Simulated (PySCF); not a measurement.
Compound: C5H6NO2S (doublet state).
Cartesian coordinates in Å at the GFN2-xTB level; atoms count from 1:
```xyz
15
C5H6NO2S angstrom
C     -2.6101    0.4049   -0.3195
S     -0.9939    0.0335    0.4568
O     -0.7069    1.0530    1.4254
O     -1.0054   -1.3296    0.9060
C      0.2789    0.1817   -0.9564
C      1.5648   -0.0870   -0.4472
C      2.1736   -0.4048    0.6615
C      3.5667   -0.6017    0.7722
N      4.6956   -0.7653    0.8787
H     -3.3585    0.3284    0.4588
H     -2.5692    1.4116   -0.7124
H     -2.7867   -0.3294   -1.0935
H      0.1674    1.2001   -1.3222
H     -0.0474   -0.5449   -1.6972
H      1.6266   -0.5425    1.6002
```

The hyperfine couplings belong to this conformer and change with its torsions.

The species is `CS(=O)(=O)C/[C]=C/C#N` [radical].

Method: UKS B3LYP, pcH-1 on C H N O S, non-relativistic, mean-field spin-orbit, GIAO (PySCF). The structure is a single GFN2-xTB conformer in the gas phase; no vibrational or solvent corrections. A GFN2-xTB geometry isn't a minimum of the functional, and hyperfine couplings can be far from their values at a DFT geometry. No stability test was run, so a lower SCF solution isn't excluded.

Question: Predict the first-order ENDOR lines of N9, H15, H13/H14 and H10/H11/H12 under fast tumbling at B = 3347.3 mT (W band).

Answer: ν± = |νn ± a/2|, one line for each electron-spin manifold; νn = |g_N| × 7.62259 MHz/T × B.

```csv
nuclei,isotope,g_N,νn (MHz),a_iso (MHz),lower line (MHz),upper line (MHz)
N9,14N,0.4038,10.30,-0.73,9.94,10.67
H15,1H,5.5857,142.52,161.80,61.62,223.42
H13/H14,1H,5.5857,142.52,32.22,126.41,158.63
H10/H11/H12,1H,5.5857,142.52,0.74,142.15,142.89
```

Question: Which pairs are centred on the nuclear Larmor frequency, and which on half the coupling?

Answer: Centred on νn, since |a| < 2νn: N9, H15, H13/H14 and H10/H11/H12. No pair has |a| > 2νn.

Question: At what field would the lower line of H13/H14 fall to zero frequency?

Answer: Where νn = |a|/2, that is B = 16.11 MHz/(5.5857 × 7.62259 MHz/T) = 378 mT, as far as first order holds there.

Nuclei that the bonding pattern makes equivalent are averaged, as if the motion that swaps them (rotation, inversion, ring flip) were fast. The three 1H nuclei of mean +0.7 MHz run from -3.0 to 8.3 MHz in the frozen geometry.
